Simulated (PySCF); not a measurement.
SnH4.
Hydrogens: H2, H3, H4, H5 on Sn1.

Computed by this run: PBE0-D3(BJ)/def2-SVP geometry optimisation, gas phase, def2 core potentials past Kr in PySCF 2.14.0; density fitting, grid level 1; the optimiser is geomeTRIC in internal coordinates, started from a GFN2-xTB structure with every atom displaced at random (about 0.03 Å).

Step 0: E = -5895.1168 eV
```
atom  x, y, z in Å  |  force x, y, z in eV/Å
Sn1     0.0602   -0.0769    0.0121   -2.419   0.762   0.093
H2     -0.0050   -0.0320    1.6317    0.039  -0.074   1.451
H3      1.4801    0.0038   -0.5808    3.154  -0.025  -1.127
H4     -0.6801    1.3488   -0.5377   -0.257   0.213  -0.075
H5     -0.7804   -1.3542   -0.5874   -0.516  -0.877  -0.342
```

**Question.** Estimate the geometry and energy of step 1. (The exact step hangs on the optimiser's Hessian estimate; all steps are aligned on step 0, rigid shifts and turns removed.)

**Answer.** E = -5895.4835 eV, largest force 0.313 eV/Å
```
atom  x, y, z in Å  |  force x, y, z in eV/Å
Sn1     0.0302   -0.0473    0.0011    0.009   0.225  -0.150
H2     -0.0172   -0.0383    1.7188    0.099  -0.060  -0.119
H3      1.6427   -0.0122   -0.6269   -0.229  -0.099   0.189
H4     -0.7461    1.3880   -0.5498    0.022  -0.100   0.034
H5     -0.8348   -1.4008   -0.6053    0.099   0.035   0.045
```

The energy changes by -0.3667 eV. The first-order estimate −F·Δx gives -0.8869 eV and the mean of the old and new forces, exact on a quadratic surface, -0.4128 eV. The step makes an angle of 30° with the force vector and moves no atom by more than 0.170 Å.

What follows is the cost of the whole optimisation. Hardware: one thread of an Arm Neoverse V2, on a shared host. Cost: 3.9 s wall, 0.23 GiB resident at most.
